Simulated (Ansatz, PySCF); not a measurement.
Constitutional and geometric isomers with formula C3H6Si. Gas-phase values, no solvent. One relaxed conformer stands for each flexible species; it need not be the lowest. Strings in code marks are SMILES.

Quantity: electronic energy of isomers of C3H6Si relative to `C1=C[SiH2]C1`, in eV. The restricted reference of `C=C[SiH]=C`, `C1=C[SiH2]C1` and `CC=C=[SiH2]` is unstable towards unrestricted orbitals.

Level 1: frozen-core CCSDT(Q)/6-31g // B3LYP-D3(BJ)/def2-TZVP (Ansatz, an electronic-structure program)
Level 2: PBE-D3(BJ)/def2-TZVP // B3LYP-D3(BJ)/def2-TZVP (PySCF)
Level 3: r2SCAN/cc-pVTZ // B3LYP-D3(BJ)/def2-TZVP (Ansatz)
Level 4: B3LYP/6-311+G** // B3LYP-D3(BJ)/def2-TZVP (PySCF)

```csv
species,level 1,level 2,level 3,level 4
`C=C[SiH]=C` (C–C–Si–C torsion 14°),0.220,0.78,[?],0.66
`C=C=C[SiH3]`,0.229,0.53,0.50,[?]
`CC=C=[SiH2]`,0.70,[?],1.25,1.11
```

Q: Fill in the missing entries.

A: 
- `C=C[SiH]=C` (C–C–Si–C torsion 14°), level 3: 0.79
- `C=C=C[SiH3]`, level 4: 0.337
- `CC=C=[SiH2]`, level 2: 1.21
